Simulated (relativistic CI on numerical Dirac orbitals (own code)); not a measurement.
Cubic crystal-field splitting of Tm2+ by operator equivalents

Problem. Tm2+ (4f13) sits in a cubic field with the Wybourne parameters B⁴₀ = 800 and B⁶₀ = 250 cm⁻¹. Find the levels of its ground J multiplet, neglecting the mixing with the other J.

Working.
1. One f hole has the ground level ²F7/2 with g_J = 8/7 and the Stevens factors β = −2/1155 and γ = 4/27027.
2. Stevens form: B₄ = β B⁴₀/8 = -0.1732 and B₆ = γ B⁶₀/16 = 0.00231 cm⁻¹, in H = B₄(O₄⁰ + 5O₄⁴) + B₆(O₆⁰ − 21O₆⁴).
3. For J = 7/2 the eigenvalues are E(Γ6) = 840B₄ − 25200B₆ = -203.7, E(Γ7) = −1080B₄ − 15120B₆ = 152.0 and E(Γ8) = 120B₄ + 20160B₆ = 25.8 cm⁻¹.
4. Order and energies above the lowest: Γ6 0.0, Γ8 229.6, Γ7 355.8 cm⁻¹. A Γ6 ground doublet has the isotropic |g| = 2.667.

Check. Diagonalising spin-orbit coupling (free-ion gap 8702 cm⁻¹, from a Dirac-Coulomb-Breit calculation) and field together in all 14 states gives Γ6 0.0, Γ8 226.2, Γ7 355.8 cm⁻¹, with |g| = 2.667. The other multiplet starts at 8833 cm⁻¹; the differences from the hand values come from J mixing and grow with the ratio of the field to that gap.
